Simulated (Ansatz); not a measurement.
Computed with Ansatz on PBE0-D4/def2-TZVP structures; ΔE is electronic, products minus reactants. CCSD(T)/CBS adds triple-zeta CCSD(T) − MP2 to the extrapolated MP2 energy (def2 sets, frozen cores). Functionals use def2-TZVPP. B3LYP here is the variant with VWN-RPA as its local correlation; programs differ in this. def2 core potentials past Kr. For Ge, Sb outer-core shells are correlated without core-valence functions, which leaves a few kJ/mol of doubt a bond. Scalar relativity is left out up to krypton. One conformer a species, not always the lowest.

`[OH][SbH][SiH3]` + `[OH][GeH]([OH])[OH]` → `[OH][GeH]([OH])[O][SiH3]` + `[OH][SbH2]`  (cleavage of the Si–Sb bond)

`[OH][SbH][SiH3]`:

Cartesian coordinates in Å:
```
O -0.284 2.048 0.042
Sb 1.219 0.776 -0.197
Si -0.365 -1.260 -0.219
H -0.083 2.872 -0.410
H 1.496 0.549 1.482
H -1.404 -1.129 0.834
H 0.437 -2.491 0.018
H -1.017 -1.365 -1.551
```

`[OH][GeH]([OH])[OH]`:

Cartesian coordinates in Å:
```
O -0.862 -1.175 0.896
Ge 0.385 -0.099 0.260
O -0.262 1.530 0.001
O 0.861 -0.594 -1.361
H -1.499 -1.436 0.226
H 1.540 -0.158 1.255
H -0.804 1.846 0.727
H 0.641 0.086 -2.004
```

`[OH][GeH]([OH])[O][SiH3]`:

Z-matrix (Å, degrees):
```
Ge
O 1 1.763
O 1 1.764 2 105.6
O 1 1.760 2 108.2 3 118.3
H 1 1.524 2 114.0 3 -121.1
H 2 0.961 1 111.5 3 11.1
Si 3 1.641 1 134.5 2 127.2
H 4 0.961 1 112.3 2 -28.2
H 7 1.488 3 111.0 1 -60.2
H 7 1.484 3 107.4 1 -179.4
H 7 1.487 3 111.1 1 60.9
```

`[OH][SbH2]`:

Cartesian coordinates in Å:
```
O 0.110 -1.201 0.071
Sb -0.067 0.671 -0.528
H 0.153 -1.782 -0.692
H -1.311 1.046 0.589
H 1.114 1.267 0.561
```

| level | ΔE (eV) |
| --- | --- |
| PBE-D4 | -0.51 |
| r2SCAN | -0.69 |
| PBE0 | -0.59 |
| B3LYP | -0.73 |
| SCS-MP2/def2-TZVPP | -0.85 |
| CCSD(T)/def2-TZVPP | -0.78 |
| HF/def2-QZVPP | -1.02 |
| MP2/CBS(def2) | -0.71 |

What does CCSD(T)/CBS give? (An estimate is asked.)

Computed: -0.72 eV. The listed levels differ from it by 0.21, 0.03, 0.13, -0.01, -0.13, -0.06, -0.30, 0.01 eV.

Largest T1 diagnostic among the species: 0.014.

In def2-TZVPP, CCSD(T) changes the Hartree–Fock value by +0.22 eV (the triples alone add +0.03 eV) and MP2 by +0.22 eV. From PBE to PBE0 (25 % exact exchange), in def2-TZVPP and without D4, ΔE moves by −0.08 eV.
